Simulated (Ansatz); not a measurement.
Abridged output of a molecular run in Ansatz:

```
Functional definition: HF
1422 factors; integrals over basis functions are off by at most 1.0e-3 eV
mean field evaluation 1: about -14138.3746 eV, gradient 4.8e1 eV
mean field evaluation 2: about -14138.4955 eV, gradient 4.8e1 eV
mean field evaluation 4: about -14142.7480 eV, gradient 3.2e0 eV
mean field evaluation 8: about -14142.8102 eV, gradient 2.4e-1 eV
mean field -14142.81051272 eV, -519.7387000013 hartree, gradient 4.9e-6 eV, S^2 0.000000; 0 other end points of the search recorded, 0 dependent functions left out
9 core orbitals not correlated: weight in the atoms' cores, before any rotation towards them, 1.000 or more for the frozen orbitals, at most 0.000 for the correlated occupied ones
reference -14142.81051272 eV, -519.7387000013 hartree; 15, 15 occupied and 212, 212 virtual orbitals, 1422 factors
second order -25.30474313 eV of doubles, -0.00000000 eV of singles
cycle   1  -25.41693640 eV  change   -1.1e-1 eV  update   1.0e-1
cycle   2  -25.91153503 eV  change   -4.9e-1 eV  update   2.9e-2
cycle   3  -26.04077378 eV  change   -1.3e-1 eV  update   1.5e-2
cycle   4  -26.03037140 eV  change    1.0e-2 eV  update   3.3e-3
cycle   5  -26.02818973 eV  change    2.2e-3 eV  update   1.3e-3
cycle   6  -26.02887433 eV  change   -6.8e-4 eV  update   3.9e-4
cycle   7  -26.02873490 eV  change    1.4e-4 eV  update   1.3e-4
cycle   8  -26.02865369 eV  change    8.1e-5 eV  update   4.2e-5
cycle   9  -26.02866263 eV  change   -8.9e-6 eV  update   1.8e-5
perturbative correction -0.83179250 eV, -0.0305678106 hartree
Total energy: -14169.67096786 eV, -520.7258035208 hartree
```

Its atoms:

Cartesian coordinates in Å:
```
C 1.148 0.124 -0.666
C -0.101 -0.618 -0.189
Al -1.295 0.383 0.963
F -0.968 1.924 1.436
F -2.697 -0.268 1.525
H 1.768 -0.509 -1.306
H 1.769 0.451 0.171
H 0.894 1.018 -1.239
H -0.693 -0.970 -1.043
H 0.175 -1.534 0.348
```

Task: Which basis set was used?
A. def2-QZVPP
B. def2-SVP
C. def2-TZVPP
D. def2-TZVPPD

Result: C. It gives 236 functions.

Task: Write the keys of the input that set method, charge and spin (a neutral closed shell needs none for the last two).

Result: 
```yaml
correlation: {method: ccsd_t}
```
